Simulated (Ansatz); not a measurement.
Basis sets compared for InH2(vinyl) (C2H5In). The state is a singlet with charge 0. Geometry PBE-D4/def2-TZVP. Ansatz on 4 threads of Arm Neoverse V2 on a shared host; times are rough, and most runs start from earlier orbitals.

```
atom   x (Å)   y (Å)   z (Å)
 In1  -0.404   0.389   1.505
  H2  -0.439  -0.362   3.071
  H3  -0.889   2.042   1.257
  C4   0.260  -0.668  -0.248
  C5   0.286  -0.071  -1.450
  H6   0.590  -1.711  -0.185
  H7  -0.026   0.969  -1.594
  H8   0.621  -0.589  -2.357
```

In the def2 sets In takes a core potential; there is no spin–orbit coupling.

Binding counts from free atoms (In doublet, H doublet, C triplet) in the same basis, without a counterpoise term.

```
           level  functions  energy (Eh)  HOMO (eV)  LUMO (eV)  binding per atom (eV)  wall time
 PBE-D4/def2-SVP         79    -269.1092      -6.36      -2.49                   3.41     0.45 s
PBE0-D4/def2-SVP         79    -269.1230      -7.56      -1.73                   3.37      0.5 s
```

Task: Estimate the rows for PBE-D4/def2-TZVP, PBE0-D4/def2-TZVP (with forces).

Result: 
```
                          level  functions  energy (Eh)  HOMO (eV)  LUMO (eV)  binding per atom (eV)  wall time
               PBE-D4/def2-TZVP        142    -269.2072      -6.41      -2.55                   3.40     0.75 s
PBE0-D4/def2-TZVP (with forces)        142    -269.2176      -7.59      -1.78                   3.36      1.4 s
```
